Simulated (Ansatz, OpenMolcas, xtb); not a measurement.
## From O to Se: the vertical gap to the state of other spin

Gas-phase molecules, one atom swapped for its congeners: CO2 (carbon dioxide) `O=C=O`; OCS (carbonyl sulfide) `O=C=S`; CSeO (carbonyl selenide) `O=C=[Se]`. All are singlets with charge 0.

Shapes, held fixed at every level: PBE0-D4/def2-TZVP. Programs: Ansatz 0.2.0, OpenMolcas 26.06, xtb 6.7.1. Values in eV.

(1) How should the vertical gap to the state of other spin change along the series?

Results:

(1) At B3LYP/6-31G* (Cartesian functions) the vertical gap to the state of other spin falls at every step, from 7.98 to 4.67 eV. Every level shows the same order. T1 is large for CO2 (0.021), so single-reference values are less sure there. Relativity is left out for Se. Outer-core shells of Se are correlated, in sets that cover them unevenly. GFN0-xTB strays far from the other rows. The smaller orbital gap of the heavier members brings the other spin state down. xTB rows lack spin polarisation. Spin-orbit coupling, which grows down the group, is left out.

```csv
level,CO2,OCS,CSeO
GFN0-xTB,6.69,4.61,4.40
SVWN5/STO-3G,7.69,5.83,5.50
PBE/STO-3G,7.49,5.66,5.35
revPBE/STO-3G,7.48,5.66,5.34
HSE06/STO-3G,7.17,5.33,5.04
BCCD(T)/STO-3G,7.68,5.66,5.33
CCSD/STO-3G,7.28,5.31,5.03
B3LYP/6-31G* (Cartesian functions),7.98,5.23,4.67
```
